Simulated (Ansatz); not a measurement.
chlorobenzene (C₆H₅Cl), singlet, at a GFN2-xTB geometry; Ansatz (a quantum-chemistry and plane-wave program) with LC-WPBE/STO-3G.

Ansatz was given this input:
Ansatz 0.2 input:
```yaml
crystal:
  periodic: [false, false, false]
  atoms:
    - {symbol: Cl, position_ang: [2.23083293, 0.17830076, 0.00166627]}
    - {symbol: C, position_ang: [0.50565329, 0.04041467, 0.00037769]}
    - {symbol: C, position_ang: [-0.27011462, 1.18803954, 0.01931055]}
    - {symbol: C, position_ang: [-1.64922549, 1.07045173, 0.01816171]}
    - {symbol: C, position_ang: [-2.24493585, -0.17942795, -0.00167681]}
    - {symbol: C, position_ang: [-1.45823275, -1.31881734, -0.02048276]}
    - {symbol: C, position_ang: [-0.07795243, -1.21585902, -0.01957054]}
    - {symbol: H, position_ang: [0.20129330, 2.15822886, 0.03470485]}
    - {symbol: H, position_ang: [-2.25874719, 1.96145975, 0.03286497]}
    - {symbol: H, position_ang: [-3.32098418, -0.26543181, -0.00248054]}
    - {symbol: H, position_ang: [-1.91846938, -2.29532648, -0.03598506]}
    - {symbol: H, position_ang: [0.54159475, -2.09885305, -0.03414996]}
basis:
  gaussian:
    orbitals: STO-3G
hamiltonian:
  xc: lc_wpbe
```

It wrote (shortened):

```
Functional definition: LC-wPBE
596 factors; integrals over basis functions are off by at most 3.7e-5 eV
276 factors; integrals over basis functions are off by at most 1.5e-6 eV
mean field evaluation 1: about -18603.6458 eV, gradient 1.9e1 eV
mean field evaluation 2: about -18604.6786 eV, gradient 1.2e1 eV
mean field evaluation 4: about -18605.0707 eV, gradient 5.3e-1 eV
mean field evaluation 8: about -18604.8807 eV, gradient 8.2e-3 eV
mean field -18604.88073348 eV, -683.7167561144 hartree, gradient 2.1e-5 eV, S^2 0.000000; 0 other end points of the search recorded, 0 dependent functions left out
reference -18604.88073349 eV, -683.7167561145 hartree; 29, 29 occupied and 15, 15 virtual orbitals, 596 factors
Total energy: -18604.88073349 eV, -683.7167561145 hartree
```
